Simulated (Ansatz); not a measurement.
Ir (SMILES [Ir]), quartet (core potentials on Ir). Base run: PBE/def2-TZVP (Ansatz, a first-principles code).

Geometry (Å):
```xyz
1

Ir     0.0000     0.0000     0.0000
```
Charge 0, spin multiplicity 4.
Orbitals are unrestricted.
All else is at Ansatz's defaults.

Each row names what was changed in the base input (with any setting that the change needs).

```
change              basis functions      E (Eh)  core-seconds (rough)
------------------  ---------------  ----------  --------------------
base                             40  -104.27444                    10
basis = def2-SV(P)                ?           ?                    20
basis = def2-SVP                 32  -104.26742                    20
basis = def2-SVPD                35  -104.26744                    20
basis = def2-TZVPD               43  -104.27444                    10
basis = def2-TZVPP                ?           ?                    20
basis = def2-QZVP                72  -104.27549                    20
basis = def2-QZVPP               88  -104.27572                    30
```

Question: Complete the blanks.

Answer: 
- basis = def2-SV(P), basis functions: 25
- basis = def2-SV(P), E (Eh): -104.26706
- basis = def2-TZVPP, basis functions: 56
- basis = def2-TZVPP, E (Eh): -104.27510

Totals compare only among sets that treat the same electrons; sets with core potentials leave the core out.
